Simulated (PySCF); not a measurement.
Species: C6H9BGeO.
Structure used (PBE0-D3(BJ)/def2-SVP), in Å, numbered top down from 1:
```
atom  x, y, z in Å
Ge1    3.098    1.126   -0.023
O2     1.820    0.202   -0.915
C3     0.572   -0.032   -0.481
C4    -0.187   -0.788   -1.373
C5    -1.514   -1.231   -1.274
C6    -2.467   -1.063   -0.282
C7    -2.361   -0.377    0.942
C8    -1.276    0.308    1.463
B9     0.094    0.515    0.875
H10    2.653    2.583    0.160
H11    3.408    0.427    1.308
H12    4.269    1.011   -1.009
H13    0.346   -1.073   -2.288
H14   -1.853   -1.814   -2.137
H15   -3.436   -1.530   -0.479
H16   -3.275   -0.400    1.550
H17   -1.466    0.756    2.446
H18    0.902    1.166    1.510
```

Level of theory: PBE0-D3(BJ)/def2-SVP geometry optimisation, gas phase in PySCF.

Masses are those of the commonest isotopes; rigid-rotor values at the optimised geometry. The values belong to one conformer with, in the numbering `[GeH3:1][O:2][C:3]1=[CH:4][CH:5]=[CH:6][CH:7]=[CH:8][BH:9]1`, Ge1–O2–C3–C4 -179°.

Q: Give the principal moments of inertia and the rotational constants in MHz.

A: Ia = 159.05, Ib = 964.02, Ic = 1116.46 u·Å²; 505379 MHz·u·Å²/I gives A = 3178, B = 524.2, C = 452.7 MHz.

Q: What kind of rotor is it?

A: A near-prolate asymmetric top: κ = (2 × 524.2 − 3178 − 452.7)/(3178 − 452.7) = -0.95.

Q: Is it planar, by Δ = Ic − Ia − Ib?

A: Not planar: Δ = Ic − Ia − Ib = -6.60 u·Å². For a rigid frame Δ = −2 Σ m c², so Σ m c² = 3.30 u·Å² lies off the ab plane: 3.29 from hydrogen and 0.01 from heavier atoms. The atom farthest from that plane is 1.28 Å away.

Q: Give the other two planar moments, Paa and Pbb, and the rms extents of the mass along the axes.

A: Paa = Σ m a² = (Ib + Ic − Ia)/2 = 960.71 and Pbb = Σ m b² = (Ia + Ic − Ib)/2 = 155.75 u·Å². With the mass M = 182.00 u, the rms extents √(P/M) along a, b and c are 2.30, 0.93, 0.13 Å.

Q: List the rotational levels J(Ka,Kc) to J = 4 (MHz).

A: Above 0(0,0):
J = 1: 1(0,1) 977, 1(1,1) 3630, 1(1,0) 3702
J = 2: 2(0,2) 2929, 2(1,2) 5512, 2(1,1) 5727, 2(2,1) 13687, 2(2,0) 13688
J = 3: 3(0,3) 5854, 3(1,3) 8335, 3(1,2) 8764, 3(2,2) 16618, 3(2,1) 16625, 3(3,1) 30064, 3(3,0) 30064
J = 4: 4(0,4) 9748, 4(1,4) 12097, 4(1,3) 12812, 4(2,3) 20524, 4(2,2) 20546, 4(3,2) 33974, 4(3,1) 33975, 4(4,1) 52795, 4(4,0) 52795
Those of J = 1 are B + C, A + C and A + B.

Q: Predict some low-J microwave lines.

A: The dipole components are |μa| = 0.10 D, |μb| = 0.24 D, |μc| = 0.03 D. Intensities carry the squares of the components, which stand as 0.15 : 1.00 : 0.01 (a : b : c). Some lines, for components of 0.1 D or more:

```
type  branch         J(Ka,Kc)    MHz  lower level (cm⁻¹)
   b       Q  1(1,0) ← 1(0,1)   2725               0.033
   b       Q  2(1,1) ← 2(0,2)   2798               0.098
   b       Q  4(1,3) ← 4(0,4)   3065               0.325
   b       R  1(1,1) ← 0(0,0)   3630               0.000
   b       R  5(1,5) ← 4(0,4)   7048               0.325
   b       Q  2(2,1) ← 2(1,2)   8175               0.184
   b       R  2(2,0) ← 1(1,1)  10058               0.121
   b       R  3(2,2) ← 2(1,1)  10891               0.191
   b       R  4(2,2) ← 3(1,3)  12211               0.278
   b       Q  5(3,2) ← 5(2,3)  13409               0.849
   b       Q  4(3,1) ← 4(2,2)  13429               0.685
   b       R  3(3,1) ← 2(2,0)  16376               0.457
   b       R  4(3,2) ← 3(2,1)  17350               0.555
   b       Q  5(4,1) ← 5(3,2)  18819               1.296
   b       Q  5(4,2) ← 5(3,3)  18819               1.296
   b       R  4(4,1) ← 3(3,0)  22731               1.003
   b       R  4(4,0) ← 3(3,1)  22731               1.003
   b       Q  5(5,0) ← 5(4,1)  24199               1.924
```

PBE0-D3(BJ)/def2-SVP frequencies: not computed here. These are rigid-rotor constants of the computed structure; measured ground-state constants (B0) also hold zero-point vibration. A rigid rotor knows nothing of internal rotation, which can split or shift real lines. Quadrupole hyperfine structure (11B) is left out.
